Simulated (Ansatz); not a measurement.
Reaction (substitution at a C–F bond): `NCCCF` + dimethylamine → `CN(C)CCCN` + H–F

Program: Ansatz. Geometries: PBE0-D4/def2-TZVP. ΔE: electronic, gas phase. CCSD(T)/CBS adds triple-zeta CCSD(T) − MP2 to the extrapolated MP2 energy (def2 sets, frozen cores). This one scheme is used for every species. Functionals use def2-TZVPP. B3LYP here is the variant with VWN-RPA as its local correlation; programs differ in this. One conformer a species, not always the lowest.

```csv
level,ΔE (kJ/mol),difference from CCSD(T)/CBS
PBE-D4,-28.9,8.3
r2SCAN-D4,-24.2,13.0
PBE0-D4,-29.7,7.5
B3LYP-D4,-23.6,13.6
ωB97X-V,-23.1,14.1
ωB97M-V,-26.8,10.4
B2PLYP,-18.3,18.9
PBE,-14.8,22.4
r2SCAN,-19.5,17.7
PBE0,-17.2,20.0
B3LYP,-2.2,35.0
HF/def2-TZVPP,10.7,47.9
MP2/def2-TZVPP,-48.8,-11.6
SCS-MP2/def2-TZVPP,-34.4,2.8
CCSD/def2-TZVPP,-30.3,6.9
CCSD(T)/def2-TZVPP,-37.1,0.1
HF/def2-QZVPP,11.5,48.7
MP2/def2-QZVPP,-48.6,-11.4
SCS-MP2/def2-QZVPP,-34.2,3.0
HF/CBS(def2),11.6,48.8
MP2/CBS(def2),-48.9,-11.7
CCSD/CBS(def2),-30.5,6.7
CCSD(T)/CBS,-37.2,0
```

Largest T1 diagnostic among the species: 0.010.

In def2-TZVPP, CCSD(T) changes the Hartree–Fock value by −47.8 kJ/mol (the triples alone add −6.7 kJ/mol) and MP2 by −59.5 kJ/mol. The D4 term adds −21.4 kJ/mol with B3LYP and −12.5 kJ/mol with PBE0; it sums over pairs of atoms, weighted by their polarisabilities, and B3LYP, whose exchange is more repulsive, gets the larger term.
